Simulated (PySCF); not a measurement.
## What settings do to a single point of HgH2(H2S)

The sound run of HgH2(H2S) (singlet) uses PySCF 2.14.0, RKS PBE, Hg def2-SVP with ECP60, H def2-SVP, S def2-SVP; non-relativistic Hamiltonian with scalar-relativistic core potentials where named; density fitting; no spin-orbit coupling, grid (50, 194), threshold 1e-8 Eh and 55 cycles, at the relaxed geometry:

```xyz
6

Hg    0.4810    0.7692    0.0000
H     2.0338    0.1646    0.0000
H    -1.0532    1.4342    0.0000
S    -1.1667   -2.2521    0.0000
H    -1.9279   -1.6798    0.9736
H    -1.9279   -1.6798   -0.9736
```

There Hg1 has a Mulliken charge of 0.12 e and the dipole about the centre of mass is 1.59 D. Each run below changes one thing and starts from free metal ions and neutral atoms unless it says otherwise; with 55 cycles, smearing, a level shift and second-order steps follow where DIIS fails, and their cycles count. Energy shifts count from the sound run.

```json
{"change": "all coordinates × 1.05", "outcome": "converged", "cycles": "13", "energy shift (eV)": "0.20", "largest force component (eV/Å)": "1.53", "charge on Hg1 (e)": "0.10", "dipole about the centre of mass (D)": "1.51"}
{"change": "grid (40, 110)", "outcome": "converged", "cycles": "12", "energy shift (eV)": "0.0130", "largest force component (eV/Å)": "0.03", "charge on Hg1 (e)": "0.12", "dipole about the centre of mass (D)": "1.59"}
{"change": "cycle limit 5", "outcome": "not converged", "cycles": "5", "energy shift (eV)": "–", "largest force component (eV/Å)": "–", "charge on Hg1 (e)": "–", "dipole about the centre of mass (D)": "–"}
{"change": "threshold 0.0001", "outcome": "converged", "cycles": "9", "energy shift (eV)": "0.0003", "largest force component (eV/Å)": "0.04", "charge on Hg1 (e)": "0.12", "dipole about the centre of mass (D)": "1.55"}
```

(1) How does the run with this change end: H5 put 0.5 Å from Hg1, limit 89 cycles?

Unsound on purpose, so not properties of the compound: H5 put 0.5 Å from Hg1, limit 89 cycles.

Forces carry noise of the integration grid, about 0.01 to 0.03 eV/Å.

Results:

(1) outcome converged, cycles 19, energy shift (eV) 146.09, largest force component (eV/Å) 572.88, charge on Hg1 (e) 0.61, dipole about the centre of mass (D) 6.20.
